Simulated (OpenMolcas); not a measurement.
Os2+ among 4 point charges of -1.5 e arranged as a square (D4h), 2.19 Å from the ion.

```
Program             : OpenMolcas
Method              : CASSCF
Basis               : ANO-RCC-VDZP [7s6p4d2f1g]
Scalar Hamiltonian  : DKH2, point nucleus
Active space        : 6 electrons in 5 orbitals (5d)
State averaging     : 2S+1 = 5 even, 5 roots; 2S+1 = 3 even, 45 roots; 2S+1 = 1 even, 50 roots
Spin-orbit coupling : state interaction with AMFI integrals over the reference wave functions
```

Problem. What is the spin-free ground state (labels of D4, the rotations of D4h)?

Solution. 5A1, 1-fold in its orbital part, 100 % from free-ion D terms; it has the highest spin that d6 allows.

Problem. Where is the first state of the same spin?

Solution. 5E at 8090 cm-1 above the ground state.

Problem. What are the lowest two levels with spin-orbit coupling?

Solution. A 1-fold level A1, then a 2-fold level E 712.5 cm-1 above it. Their leading multiplicities are 5 (78 %) and 5 (83 %).

Problem. What is χT at 300 K?

Solution. 2.14 cm3 K/mol.

Without dynamic correlation the repulsion within the d shell is too large (B by tens of per cent), so at a given field states of lower spin stand too high. Point charges give a weaker field than real ligands, and real ions of this kind are as a rule low spin; the high spin found here belongs to the model. Point charges carry no covalency, so the field is a model and not that of real ligands. No measured value stands beside these numbers.
